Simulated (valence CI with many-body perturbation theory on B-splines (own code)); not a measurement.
The numbers below are computed, except where a source is named.
## Hyperfine factors and g values of W33+

Level of theory: configuration interaction combined with many-body perturbation theory (CI+MBPT): five valence electrons over a frozen Dirac-Fock core [Kr], radial functions for each j: 7 s, 7 p, 8 d, 6 f, 4 g, 1 h, with the one-electron correlation potential Σ1 (screened to all orders), the two-electron term Σ2, the three-electron term Σ3, Breit, model QED; selected single and double excitations, second order for the rest (own B-spline code, finite nucleus).

No measured spectrum was set against this ion. As an estimate, large intervals hold to a few tenths of a per cent, small ones and those within an open d or f shell to about a per cent. Only levels of the ground parity were solved; by the run's estimate the other parity begins above the list, which can be wrong where configurations are misplaced.

A/g_I is the dipole constant over the nuclear g factor μ/I (μ in nuclear magnetons, uniformly magnetised nucleus), B/Q the quadrupole constant per barn. Both hold the static response of the core; the bare values leave it out. Large factors of s and p1/2 electrons are usually good to 5 to 10 %; those of open d and f shells near neutrality can be off by tens of per cent, and small factors of p3/2, d and f electrons come from cancelling terms and can be off by a factor of two or in sign, in half-filled shells by more. B is blank for J = 1/2, where it vanishes, and for nearly pure S terms. Energies count from the lowest level.

Levels are named by their leading jj configuration (3d3/2^4 stands for four electrons in 3d with j = 3/2), which in mixed levels can hold well under half, so a name can repeat and another be missing. Letters in brackets count levels of one name in rising energy.

| Level | E (eV) | g | A/g_I (MHz) | A/g_I bare | B/Q (MHz/b) | B/Q bare |
| --- | --- | --- | --- | --- | --- | --- |
| (4d3/2^4 4d5/2) J=5/2 | 0.000 | 1.371 | 7360 | 8070 | 15100 | 14500 |
| (4d3/2^3 4d5/2^2) J=5/2 [a] | 12.721 | 1.334 | 4850 | 5470 | 7350 | 7040 |
| (4d3/2^3 4d5/2^2) J=7/2 [a] | 17.346 | 1.162 | 10300 | 10500 | 19700 | 19000 |
| (4d3/2^3 4d5/2^2) J=3/2 [a] | 17.838 | 1.194 | 12700 | 13000 | 15500 | 14900 |
| (4d3/2^3 4d5/2^2) J=11/2 | 18.301 | 1.118 | 13300 | 13400 | -691 | -760 |
| (4d3/2^3 4d5/2^2) J=9/2 | 19.801 | 1.144 | 11900 | 12000 | 18700 | 17900 |
| (4d3/2^3 4d5/2^2) J=5/2 [b] | 20.792 | 1.139 | 12400 | 12500 | 285 | 300 |
| (4d3/2^3 4d5/2^2) J=1/2 | 21.656 | 1.809 | -7690 | -5850 |  |  |
| (4d3/2^3 4d5/2^2) J=7/2 [b] | 22.709 | 1.086 | 14600 | 14600 | -20500 | -19700 |
| (4d3/2^3 4d5/2^2) J=3/2 [b] | 28.068 | 0.787 | 23800 | 23000 | -18400 | -17800 |
| (4d3/2^2 4d5/2^3) J=5/2 [a] | 29.987 | 1.274 | 4590 | 5060 | 1150 | 1110 |
| (4d3/2^2 4d5/2^3) J=7/2 [a] | 32.847 | 1.217 | 8790 | 9100 | -1640 | -1590 |
| (4d3/2^2 4d5/2^3) J=11/2 | 33.496 | 1.086 | 13300 | 13200 | 512 | 507 |
| (4d3/2^2 4d5/2^3) J=9/2 [a] | 34.107 | 1.147 | 11300 | 11400 | -2650 | -2560 |
| (4d3/2^2 4d5/2^3) J=1/2 [a] | 35.100 | 0.530 | 35900 | 34500 |  |  |
| (4d3/2^2 4d5/2^3) J=13/2 | 35.735 | 1.073 | 14200 | 14100 | -6.86 | 5.81 |
| (4d3/2^2 4d5/2^3) J=3/2 [a] | 35.984 | 1.186 | 11000 | 11200 | 690 | 649 |
| (4d3/2^2 4d5/2^3) J=5/2 [b] | 36.436 | 1.018 | 15800 | 15600 | -2930 | -2800 |
| (4d3/2^2 4d5/2^3) J=9/2 [b] | 38.777 | 1.108 | 12800 | 12800 | 835 | 807 |
| (4d3/2^2 4d5/2^3) J=7/2 [b] | 39.455 | 0.988 | 17500 | 17200 | -1030 | -989 |
| (4d3/2^2 4d5/2^3) J=5/2 [c] | 39.952 | 1.048 | 14800 | 14600 | 2900 | 2770 |
| (4d3/2^2 4d5/2^3) J=3/2 [b] | 40.510 | 0.845 | 21900 | 21200 | 1660 | 1630 |
| (4d3/2^2 4d5/2^3) J=1/2 [b] | 42.340 | 1.798 | -9090 | -7290 |  |  |
| (4d3/2^2 4d5/2^3) J=7/2 [c] | 42.597 | 1.043 | 15700 | 15600 | 1420 | 1360 |
| (4d3/2^2 4d5/2^3) J=9/2 [c] | 45.598 | 1.105 | 12900 | 13000 | 8930 | 8630 |
| (4d3/2 4d5/2^4) J=5/2 [a] | 49.936 | 1.274 | 6700 | 7160 | -7830 | -7500 |
| (4d3/2^2 4d5/2^3) J=3/2 [c] | 50.941 | 1.188 | 10400 | 10600 | -6910 | -6680 |
| (4d3/2^2 4d5/2^3) J=5/2 [d] | 52.207 | 1.129 | 9700 | 9800 | 6120 | 5930 |
| (4d3/2 4d5/2^4) J=7/2 [a] | 53.492 | 1.191 | 9760 | 10000 | -23400 | -22600 |
| (4d3/2 4d5/2^4) J=11/2 | 54.565 | 1.071 | 13800 | 13800 | 278 | 376 |
| (4d3/2 4d5/2^4) J=3/2 [a] | 54.680 | 0.966 | 15100 | 14800 | -16700 | -16000 |
| (4d3/2 4d5/2^4) J=9/2 | 57.025 | 1.115 | 12200 | 12200 | -25700 | -24800 |
| (4d3/2 4d5/2^4) J=5/2 [b] | 58.610 | 1.112 | 12300 | 12400 | 3150 | 3030 |
| (4d3/2 4d5/2^4) J=7/2 [b] | 59.726 | 1.001 | 15800 | 15600 | 25400 | 24500 |
| (4d3/2 4d5/2^4) J=1/2 | 62.733 | 1.184 | -2560 | -2290 |  |  |
| (4d3/2 4d5/2^4) J=3/2 [b] | 68.504 | 0.873 | 23100 | 22500 | 24200 | 23300 |
| (4d5/2^5) J=5/2 | 74.215 | 1.152 | 9730 | 9880 | -25300 | -24300 |

Question: Take the isotope of mass number 183, with I = 1/2, μ = 0.11739 μN. What is the hyperfine structure of (4d3/2^3 4d5/2^2) J=7/2 [a]?

Answer: From the table A = 2420 MHz. Shifts from the centre of gravity in MHz: F = 3: -5440, F = 4: 4240.
